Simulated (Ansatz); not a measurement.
Species: AgI (charge +1, doublet). SMILES of the parent species: [Ag][I]

Atoms: Ag1, I2. Bonds: Ag1-I2.

Bond lengths (Å) and angles (degrees) optimised at HF/STO-3G with Ansatz (a program for electronic structure); PBE/LANL2DZ with Ansatz; B3LYP/LANL2DZ with Ansatz; MP2/LANL2DZ with Ansatz, each started from the B3LYP-D3(BJ)/def2-TZVP structure (Ansatz) of the last column. A row stands for all coordinates that are equal there.

```tsv
coordinate	HF/STO-3G	PBE/LANL2DZ	B3LYP/LANL2DZ	MP2/LANL2DZ	B3LYP-D3(BJ)/def2-TZVP
Ag1-I2	2.480	2.772	2.832	2.903	2.705
```

Mean signed difference of all 1 bond lengths from B3LYP-D3(BJ)/def2-TZVP: HF/STO-3G -0.225 Å, PBE/LANL2DZ 0.067 Å, B3LYP/LANL2DZ 0.126 Å, MP2/LANL2DZ 0.198 Å.
